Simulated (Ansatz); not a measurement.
Two members of one family (InN nanocrystals, H-capped) that differ in charge, which shifts all levels, computed with Ansatz in the gas phase; def2 core potentials for In, no spin–orbit coupling. Levels of anions in sets without diffuse functions are rough. The structures are stationary points that may keep the symmetry of their start.

First: In10N9H26⁻, cut from wurtzite (singlet, charge -1, r2SCAN-D4/def2-SVP geometry).

```xyz
45

In    3.4219   -0.0972    1.8495
N     1.9778   -0.0448    3.6082
In    3.3785    0.4728   -1.5211
N     2.5805   -1.1863   -2.7932
N     2.0511    0.3242    0.2151
In    0.6407   -1.2958   -0.0388
In   -0.1686    0.3047    3.2180
N    -0.7004   -1.1773    1.7389
In    0.5121   -0.8849   -3.5922
N    -0.6511   -0.9542   -1.7385
In   -1.9761   -2.6503   -2.0519
In   -2.8049   -0.9421    1.3132
N    -3.2519   -2.5166   -0.1703
In    1.1693    2.2498    0.4495
N    -0.2786    2.1258    2.0877
N    -0.1657    2.3710   -1.3228
In   -1.7614    0.8642   -1.6681
In   -2.3330    2.6672    1.4834
N    -2.8391    0.9149    0.2364
H     3.9700   -1.7504    1.8698
H     4.4247    1.2937    2.1947
H     2.0706   -0.9272    4.1199
H     2.3106    0.6645    4.2671
H     5.0071   -0.0003   -1.0867
H     3.0178    1.9215   -2.4339
H     2.6371   -2.0776   -2.2891
H     3.2127   -1.3034   -3.5916
H     1.3732   -2.8839   -0.0123
H    -1.0116    0.2351    4.7416
H    -0.5969   -2.0933    2.1954
H     0.1725   -2.2890   -4.5810
H     0.5348    0.7460   -4.2291
H    -1.1777   -4.1845   -1.8495
H    -3.1609   -2.2953   -3.2885
H    -3.9057   -1.1334    2.6505
H    -3.2116   -3.4242    0.3035
H    -4.2293   -2.4265   -0.4606
H     2.1212    3.6985    0.5953
H    -0.0180    2.8843    2.7304
H     0.4497    2.3260   -2.1441
H    -0.5867    3.3051   -1.3511
H    -2.8049    1.3689   -2.9651
H    -3.3525    2.6511    2.9044
H    -2.2272    4.0623    0.4247
H    -3.8202    1.0871   -0.0180
```

| level | HOMO (eV) | LUMO (eV) | gap (eV) |
| --- | --- | --- | --- |
| PBE-D4/def2-SVP | -2.86 | 0.99 | 3.86 |
| r2SCAN-D4/def2-SVP | -3.09 | 1.20 | 4.29 |
| PBE0-D4/def2-SVP | -4.00 | 1.83 | 5.83 |

Second: In10N11H28⁺, cut from wurtzite, rod (singlet, charge 1, r2SCAN-D4/def2-SVP geometry).

```xyz
49

In    3.8866   -0.7102   -0.5340
N     3.3317   -2.8488   -0.2928
N     2.1881    0.3180    0.2728
In    0.9448   -0.9879    1.5191
In   -0.1479    2.3895    1.9791
N    -0.6270    0.2864    2.2749
N    -1.8856    3.4522    2.7866
In   -3.1699    2.2675    4.2007
In    1.3409   -3.6543   -0.8656
N    -0.0141   -2.2279   -0.0142
In   -2.5890   -0.4330    1.6606
N    -3.9839    1.0274    2.5121
N     3.5730   -0.5627   -2.7282
In    1.2120    1.5867   -1.2370
N    -0.3615    2.5820   -0.1657
In    1.6251   -0.9872   -3.7147
N     1.3911   -3.0855   -3.0122
N     0.2370    0.0748   -2.4839
In   -1.2390   -1.2481   -1.5557
In   -2.3832    2.1720   -0.9857
N    -2.5727    0.0256   -0.4538
H     5.5001   -0.3776   -0.0624
H     3.4515   -3.0646    0.7044
H     4.0528   -3.4205   -0.7466
H     2.5997    0.9889    0.9367
H     1.8828   -1.9248    2.6324
H     1.3502    2.8815    2.6849
H    -0.6095    0.1555    3.2969
H    -1.5732    4.3071    3.2581
H    -2.4805    3.7784    2.0164
H    -2.0646    1.2190    5.0187
H    -4.4291    3.2949    4.7514
H     1.2048   -5.3435   -0.6217
H    -0.6847   -2.8076    0.5091
H    -2.9255   -2.0618    2.1281
H    -4.8295    0.5446    2.8322
H    -4.3068    1.6665    1.7779
H     4.2984   -1.1189   -3.1945
H     3.8156    0.4032   -2.9845
H     2.3744    2.5097   -2.1315
H    -0.2164    3.5817   -0.3662
H     1.7001   -0.8600   -5.4204
H     2.0985   -3.6627   -3.4807
H     0.5078   -3.4210   -3.4143
H    -0.3276    0.6366   -3.1368
H    -1.8728   -2.4005   -2.6846
H    -3.5029    3.0257    0.0454
H    -2.2594    2.2610   -2.7152
H    -3.5106   -0.2275   -0.7956
```

Task: Estimate how these quantities change from the first to the second (second minus first).

Result: 
```
             level  Δ HOMO (eV)  Δ LUMO (eV)  Δ gap (eV)
   PBE-D4/def2-SVP        -5.79        -5.54        0.25
r2SCAN-D4/def2-SVP        -5.81        -5.53        0.28
  PBE0-D4/def2-SVP        -5.81        -5.49        0.32
```
